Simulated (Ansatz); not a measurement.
Sn(SH)H3 (SnH4S), relaxed as a singlet with RKS PBE-D4/def2-TZVP in Ansatz, starting from the GFN2-xTB geometry. Force threshold 0.02 eV/Å.

In the def2 sets Sn takes a core potential; there is no spin–orbit coupling.

Start:

| atom | x (Å) | y (Å) | z (Å) |
| --- | --- | --- | --- |
| Sn1 | 0.235 | -0.431 | 0.314 |
| S2 | -1.097 | 1.489 | -0.183 |
| H3 | -0.742 | 1.565 | -1.456 |
| H4 | 0.041 | -0.742 | 1.937 |
| H5 | 1.846 | -0.134 | -0.026 |
| H6 | -0.283 | -1.747 | -0.586 |

| step | energy (eV) | largest force component (eV/Å) | SCF passes |
| --- | --- | --- | --- |
| 1 | -16727.5085 | 0.891 | 15 |
| 2 | -16727.5392 | 0.336 | 18 |
| 3 | -16727.5700 | 0.579 | 18 |
| 4 | -16727.5824 | 0.025 | 20 |
| 5 | -16727.5825 | 0.006 | 20 |

Force components are those of the run's own axes.

End:

```xyz
6

Sn    0.246   -0.446    0.314
S    -1.105    1.514   -0.163
H    -0.743    1.547   -1.467
H     0.014   -0.731    1.989
H     1.894   -0.110   -0.044
H    -0.306   -1.774   -0.629
```

By distances, no bond broke or formed. The bond that changes most is Sn1–H4, from 1.66 to 1.71 Å (atoms count from 1).

No frequencies were taken in this run, so the end may be a saddle point.

It took 2.8 s on 4 threads of Arm Neoverse V1 on a shared host.
